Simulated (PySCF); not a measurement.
Vertical excitations of a molecule C₃H₅O, multiplicity 2 from TDA-B3LYP/def2-SVPD (PySCF), as energy in eV (oscillator strength): 1.51 (0.000), 4.57 (0.014), 5.21 (0.000), 5.39 (0.000), 5.65 (0.001), 5.88 (0.001), 6.37 (0.127), 6.61 (0.010), 6.62 (0.010), 6.81 (0.024). Geometry: PBE0-D3(BJ)/def2-SVP. The values are those of a single conformer.

Q: Which structure fits?
A) [CH2]C(C)=O
B) [CH]=C(C)O
C) CC[C]=O

A: A, [CH2]C(C)=O
